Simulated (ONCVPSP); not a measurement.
**Building the ONCV potential for nitrogen (N) (PBE, scalar-relativistic).**

* Element: N
* Generator: ONCVPSP 4.0.1
* Type: optimised norm-conserving Vanderbilt (ONCV)
* Functional: PBE
* Relativity: scalar-relativistic
* Frozen core: [He]
* Valence charge: 5
* Reference configuration: 2s2 2p2.5 (charge +0.5)
* Partial waves: 2s: rc 1.05 bohr, ncon 4, nbas 8, qcut 6.3 1/bohr, local; 2p: rc 2.05 bohr, ncon 4, nbas 8, qcut 4.4 1/bohr, 2 projectors, debl 3.1 Ha; d scattering state at 0.39 Ha: rc 2.25 bohr, ncon 4, nbas 8, qcut 4.6 1/bohr, 2 projectors, debl 3.2 Ha
* Local potential: the s channel
* Core correction: none

Poles of the logarithmic derivatives, all-electron (AE) and pseudo (PS). s: poles at 3.6 (AE) and 3.2 (PS) Ha. p: poles at -0.2, 3.4 (AE) and -0.2, 3.4 (PS) Ha. d: poles at 1.8 (AE) and 1.8 (PS) Ha. Test radii: s 1.06, p 2.08, d 2.29 bohr.

* Cutoffs needed: 41 Ha and 145 Ha (the cutoffs (Ha) at which the residual kinetic energy of the hardest occupied pseudo-wave falls to 1 and 0.1 mHa per electron)
* Ghost test: no bound ghost flagged; no localised positive-energy state flagged
* Largest excitation error: +3157 meV (all-electron minus pseudo) for 2s2 2p0, out of 4 test configurations
